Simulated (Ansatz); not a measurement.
A nudged elastic band was laid between two geometries of BrH + Cl2Ge2H4 (10 atoms, charge 0, multiplicity 1).

The calculation used RHF/def2-SVP in Ansatz 0.2.0.

```
movable images  : 7
climbing image  : yes
spring          : 5.0 eV/Å²
optimiser       : quadratic models (default)
start path      : through a guess of the saddle point
force threshold : 0.05 eV/Å
iteration limit : 60
end points      : relaxed
```

First end point:

```xyz
10
Properties=species:S:1:pos:R:3
Ge 0.361 -0.176 -0.174
H 0.205 0.210 1.292
Cl 2.474 -0.574 -0.478
Cl -0.128 1.596 -1.332
Ge -0.915 -2.074 -1.048
H -0.679 -3.284 -0.138
H -2.401 -1.713 -1.079
H -0.402 -2.362 -2.461
Br -3.347 -0.102 2.312
H -2.896 1.188 2.657
```

Last end point:

```xyz
10
Properties=species:S:1:pos:R:3
Ge -0.657 0.350 -0.829
H -0.158 -0.597 3.263
Cl 1.086 0.686 0.400
Cl -0.256 1.286 -2.730
Ge -1.131 -2.041 -1.081
H -1.361 -2.619 0.315
H -2.381 -2.175 -1.950
H 0.082 -2.682 -1.753
Br -2.410 1.493 0.145
H -0.541 -0.990 3.770
```

What changes between the two ends?

Bonds broken: Ge1–H2, Br9–H10. Bonds formed: Ge1–Br9, H2–H10. BrH + Cl2Ge2H4 becomes BrCl2Ge2H3 + H2.

What energy profile does the band end with?

The run converged. The highest image is number 3 of 0 to 8, 51.0 kcal/mol above the first end and 59.5 kcal/mol above the last; the last end lies 8.5 kcal/mol below the first. Neighbouring images differ by up to 1.9 eV, so the band resolves the path poorly. A vibrational analysis at the climbing image gives one clearly imaginary mode, 647i cm⁻¹: a first-order saddle point. The orbitals stay closed-shell, which can raise the energy where a bond breaks towards radicals; this wasn't checked here.

| image | path coordinate (Å) | energy (kcal/mol) | Ge1–H2 (Å) | Br9–H10 (Å) | Ge1–Br9 (Å) |
| --- | --- | --- | --- | --- | --- |
| 0 | 0.00 | 0.0 | 1.52 | 1.41 | 4.46 |
| 1 | 1.18 | 0.7 | 1.52 | 1.41 | 4.12 |
| 2 | 2.35 | 6.5 | 1.53 | 1.42 | 3.61 |
| 3 | 3.53 | 51.0 | 1.82 | 2.03 | 3.01 |
| 4 | 4.93 | 17.0 | 2.75 | 2.44 | 2.41 |
| 5 | 6.34 | -3.9 | 3.66 | 2.91 | 2.32 |
| 6 | 7.74 | -8.4 | 4.29 | 4.06 | 2.31 |
| 7 | 9.15 | -8.5 | 4.45 | 4.68 | 2.31 |
| 8 | 10.56 | -8.5 | 4.23 | 4.77 | 2.31 |

What is the geometry of the highest image?


```xyz
10
Properties=species:S:1:pos:R:3
Ge -0.205 -0.014 -0.120
H -0.043 0.312 1.668
Cl 1.969 -0.184 -0.017
Cl -0.545 1.926 -0.911
Ge -1.198 -2.128 -0.912
H -1.307 -3.012 0.319
H -2.509 -1.766 -1.583
H -0.161 -2.670 -1.902
Br -2.855 -0.007 1.311
H -0.875 0.253 1.698
```

The band took 24 iterations and of the order of 30 core-minutes.

The run took 9.3 min on 4 threads of Arm Neoverse V2, on a shared host, peak memory 0.65 GiB.
